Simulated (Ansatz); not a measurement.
Reaction (formal exchange of groups at the Se–Al bond): `[CH3][Al]([CH3])[SeH]` + `CBOC` → `COB(C)[SeH]` + `[CH3][AlH][CH3]`

Computed with Ansatz on PBE0-D4/def2-TZVP structures; ΔE is electronic, products minus reactants. CBS: MP2 limit from def2 TZ/QZ plus the TZ coupled-cluster correction, frozen cores. DFT in def2-TZVPP. B3LYP here is the variant with VWN-RPA as its local correlation; programs differ in this. For Se outer-core shells are correlated without core-valence functions, which leaves a few kJ/mol of doubt a bond. Scalar relativity is left out up to krypton. One conformer a species, not always the lowest.

| level | ΔE (kcal/mol) | difference from CCSD(T)/CBS |
| --- | --- | --- |
| PBE-D4 | 15.6 | -0.7 |
| r2SCAN-D4 | 16.2 | -0.1 |
| PBE0-D4 | 16.3 | 0.0 |
| B3LYP-D4 | 16.4 | 0.1 |
| ωB97X-V | 16.0 | -0.3 |
| ωB97M-V | 16.3 | 0.0 |
| B2PLYP | 17.1 | 0.8 |
| PBE | 16.4 | 0.1 |
| r2SCAN | 16.4 | 0.1 |
| PBE0 | 16.9 | 0.6 |
| B3LYP | 17.7 | 1.4 |
| HF/def2-TZVPP | 19.2 | 2.9 |
| MP2/def2-TZVPP | 15.7 | -0.6 |
| SCS-MP2/def2-TZVPP | 16.1 | -0.2 |
| CCSD/def2-TZVPP | 16.4 | 0.1 |
| CCSD(T)/def2-TZVPP | 15.9 | -0.4 |
| HF/def2-QZVPP | 19.2 | 2.9 |
| MP2/def2-QZVPP | 15.9 | -0.4 |
| SCS-MP2/def2-QZVPP | 16.3 | 0.0 |
| HF/CBS(def2) | 19.2 | 2.9 |
| MP2/CBS(def2) | 16.1 | -0.2 |
| CCSD/CBS(def2) | 16.8 | 0.5 |
| CCSD(T)/CBS | 16.3 | 0 |

Largest T1 diagnostic among the species: 0.012.

In def2-TZVPP, CCSD(T) changes the Hartree–Fock value by −3.3 kcal/mol (the triples alone add −0.5 kcal/mol) and MP2 by −3.5 kcal/mol. The D4 term adds −1.3 kcal/mol with B3LYP and −0.6 kcal/mol with PBE0; it sums over pairs of atoms, weighted by their polarisabilities, and B3LYP, whose exchange is more repulsive, gets the larger term.
